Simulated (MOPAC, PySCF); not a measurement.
C$_{4}$H$_{4}$O, SMILES `O=C(C)C#C`, neutral singlet in the gas phase. 

Cartesian coordinates (Å):
```xyz
9

C      2.2440    -0.3350    -0.0974
C      1.1418     0.1178     0.0539
C     -0.2050     0.6443     0.2229
C     -1.3070    -0.1877    -0.3797
O     -0.3997     1.6831     0.8124
H      3.2279    -0.7187    -0.2204
H     -1.1385    -0.3052    -1.4526
H     -1.2963    -1.1891     0.0569
H     -2.2672     0.2905    -0.2000
```
Charge 0, multiplicity 1.

All levels are single points at this geometry (B3LYP-D3(BJ)/def2-TZVP); Pople sets use spherical d functions. Orbital energies aren't observables, and empty levels follow the basis.

| level | HOMO (eV) | LUMO (eV) | gap (eV) | dipole (D) | vertical IE, Delta-SCF (eV) |
|---|---|---|---|---|---|
| ωB97X-D3(BJ)/def2-TZVP in PySCF | -10.45 | 0.48 | 10.93 | 3.08 | 10.21 |
| M06-2X/6-31G* in PySCF | -9.25 | -0.34 | 8.91 | 2.98 | – |
| HF/3-21G in PySCF | -11.36 | 2.80 | 14.16 | 3.27 | – |
| HF/6-31G* in PySCF | -11.25 | 2.74 | 13.98 | 3.39 | 9.83 |
| PM3 in MOPAC | -11.16 | 0.13 | 11.30 | 2.84 | – |
| PM7 in MOPAC | -10.64 | -0.15 | 10.49 | 3.27 | – |
